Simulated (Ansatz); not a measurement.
CH3BZn, 6 atoms. The species carries charge 0 and has multiplicity 1. For Zn the d shell is correlated and the shells below it are frozen. Scalar relativity is left out up to krypton. The bonds changed during the relaxation, so this is another structure than the one it started from. All runs use 2 threads of an Arm Neoverse V1 on a shared host. Correlated methods freeze the cores. Open-shell runs search over several starts.

Question: How many basis functions does each run have, and how long does it take in Ansatz? UHF-MP2 with 3s3p of Cu, Zn/def2-QZVPP energy of the cation; RKS ωB97M-V/def2-TZVPP energy and forces; RKS LC-ωPBE/def2-TZVPP energy; UHF-CCSD(T) with 3s3p of Cu, Zn/def2-TZVPP energy of the cation; direct RPA on PBE orbitals with 3s3p of Cu, Zn/def2-TZVPP energy; UKS B2PLYP (frozen core with 3s3p of Cu, Zn)/def2-TZVPP energy of the cation; RKS PBE0-D4/def2-SVP energy; UKS PBE-D4/def2-TZVPP energy of the cation; UKS r2SCAN-D4/def2-TZVPP energy of the cation; RKS ωB97M-V/def2-SVP energy; RHF-MP2 with 3s3p of Cu, Zn/def2-QZVPP energy; RKS PBE0-D4/def2-TZVP frequencies. (Best estimate.)

Answer: Computed: Other jobs shared the machine, so times are rough.

```tsv
level	job	functions	wall time	peak host memory (GiB)
RKS PBE0-D4/def2-SVP	energy	74	1.3 s	0.33
RKS LC-ωPBE/def2-TZVPP	energy	168	2.2 s	0.33
direct RPA on PBE orbitals with 3s3p of Cu, Zn/def2-TZVPP	energy	168	3.7 s	0.33
UKS PBE-D4/def2-TZVPP	energy of the cation	168	5.5 s	0.33
RKS ωB97M-V/def2-SVP	energy	74	5.5 s	0.33
RKS ωB97M-V/def2-TZVPP	energy and forces	168	9.5 s	0.44
RHF-MP2 with 3s3p of Cu, Zn/def2-QZVPP	energy	304	12 s	1
UKS r2SCAN-D4/def2-TZVPP	energy of the cation	168	14 s	0.33
UKS B2PLYP (frozen core with 3s3p of Cu, Zn)/def2-TZVPP	energy of the cation	168	24 s	0.57
RKS PBE0-D4/def2-TZVP	frequencies	128	66 s	0.33
UHF-MP2 with 3s3p of Cu, Zn/def2-QZVPP	energy of the cation	304	90 s	1.2
UHF-CCSD(T) with 3s3p of Cu, Zn/def2-TZVPP	energy of the cation	168	2.4 min	3.3
```

LC-ωPBE has ω = 0.4 bohr⁻¹.
